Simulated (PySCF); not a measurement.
Polarisability and C₆ of Gd³⁷⁺ (gadolinium, charge +37)

[Ar] 3d9, 2D determinant. Calculation: PySCF 2.14, in an even-tempered Gaussian basis (18 s from 6.2 bohr⁻², ratio 2.5; 13 p from 8.1 bohr⁻², ratio 2.5; 8 d from 8.1 bohr⁻², ratio 2.5; 4 f from 37 bohr⁻², ratio 2.7; 3 g from 55 bohr⁻², ratio 2.7); the spin-free X2C one-electron Hamiltonian (Gaussian nucleus). Coupled (time-dependent) response in atomic units; α is the mean over directions.

```csv
method,mean α (bohr³),"α xx, yy, zz",C₆ (like pair),S(−4)
UHF,0.003623,"0.003948, 0.003948, 0.002974",0.0005909,4.199e-06
```

S(−4) is the Cauchy moment in α(ω) = α(0) + S(−4) ω² + …

Spin-orbit coupling is absent.

α(iu) at UHF:

```csv
u (hartree),α(iu) (bohr³)
0,0.003623
6.00,0.003493
12.0,0.003245
24.0,0.002821
36.0,0.002475
48.0,0.002161
60.0,0.001878
90.0,0.001318
120,0.0009442
180,0.0005326
300,0.0002306
```

A single London oscillator, α(iu) = α/(1 + u²/ω²), gives C₆ = (3/4) ω α². Matching the computed C₆ needs ω = 4 × 0.0005909 / (3 × 0.003623²) = 60.0 hartree.

For an ion, C₆ is the dispersion term alone; charge-induced terms of lower order in 1/R come first.

The components differ because the open shell of this determinant is not spherical; for a pure term their mean is the scalar polarisability.

Spin-orbit coupling, absent here, splits the open shell strongly.
